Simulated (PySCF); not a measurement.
## How a change of structure moves an absorption spectrum

The calculation used TDDFT wB97X-D/def2-SVPD, vertical, gas phase, core orbitals frozen in the response, def2 core potentials past Kr in PySCF. Geometries: PBE0-D3(BJ)/def2-SVP; one conformer of each isolated species. Triplets are in the Tamm–Dancoff approximation. Atoms past krypton carry core potentials; spin–orbit coupling is left out.

Parent: ReO3F, `[O]=[Re](=[O])(=[O])[F]`, with lowest singlet excitation energy 4.87 eV, HOMO–LUMO gap 10.58 eV, mean static polarisability 44.5 au, LUMO energy -1.70 eV. Its spectrum: 4.87 eV (f 0.001 summed over 2 states); 5.27 eV (f 0.005); 5.28 eV (f 0.000); 5.60 eV (f 0.014 summed over 2 states); 6.20 eV (f 0.000).

Problem. How do these changes move the values? ligand: F to Br (`[O]=[Re](=[O])(=[O])[Br]`); ligand: F to Me (`[CH3][Re](=[O])(=[O])=[O]`); ligand: F to H (`[H][Re](=[O])(=[O])=[O]`); ligand: F to NH2 (`[NH2][Re](=[O])(=[O])=[O]`); ligand: F to OH (`[O]=[Re](=[O])(=[O])[OH]`); ligand: F to vinyl (`C=[CH][Re](=[O])(=[O])=[O]`).

Solution. 

| change | SMILES | Δ S1 (eV) | Δ gap (eV) | Δ α (au) | Δ LUMO (eV) |
| --- | --- | --- | --- | --- | --- |
| ligand: F to Br | [O]=[Re](=[O])(=[O])[Br] | -0.27 | -0.75 | +21.9 | -0.18 |
| ligand: F to Me | [CH3][Re](=[O])(=[O])=[O] | -0.19 | -0.14 | +13.8 | +0.41 |
| ligand: F to H | [H][Re](=[O])(=[O])=[O] | -0.34 | -0.21 | +1.1 | -0.11 |
| ligand: F to NH2 | [NH2][Re](=[O])(=[O])=[O] | -0.37 | -0.91 | +10.4 | +0.41 |
| ligand: F to OH | [O]=[Re](=[O])(=[O])[OH] | +0.12 | +0.05 | +5.2 | +0.74 |
| ligand: F to vinyl | C=[CH][Re](=[O])(=[O])=[O] | -0.36 | -1.18 | +26.8 | +0.07 |

S1 falls most with ligand: F to NH2 (-0.37 eV), and it rises most with ligand: F to OH (+0.12 eV). S1 is simply the lowest singlet of each species and needn't be the same kind of state throughout. Over these 6 changes the shifts of S1 and of the HOMO–LUMO gap correlate with r = 0.72.
